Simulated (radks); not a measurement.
Charge is removed step by step from the 5p down level of neutral cerium, starting from [Kr] 4d10 4f1 5s2 5p(up 3, down 3) 5d1 6s2. Calculated with a radial shooting solver on a logarithmic mesh with Libxc functionals: scalar-relativistic Kohn-Sham, BLYP, spin-polarised, spherical densities, point nucleus; open shells are filled with parallel spins first (spin-orbit coupling, left out, can overturn this in heavy ions).

removed (e)	E - E(0) (eV)	eigenvalue (eV)	E minus straight line (eV)
0	0.000	-22.546	0.000
0.1	2.295	-23.380	-0.401
0.2	4.674	-24.234	-0.717
0.3	7.139	-25.108	-0.947
0.4	9.693	-25.999	-1.088
0.5	12.337	-26.906	-1.140
0.6	15.072	-27.828	-1.100
0.7	17.899	-28.763	-0.968
0.8	20.822	-29.712	-0.741
0.9	23.839	-30.673	-0.419
1	26.953	-31.646	0.000

Removing the whole electron costs 26.953 eV by Delta-SCF, against 22.546 eV from minus the eigenvalue at the starting occupation. Slater's transition state (half an electron removed) gives 26.906 eV. Integrating minus the eigenvalue over the occupation (Janak's theorem) gives 26.969 eV. In this scalar-relativistic scheme the density is built from large components alone, so the theorem holds only approximately. The mean slope of the eigenvalue, de/dn, is 9.10 eV per electron.
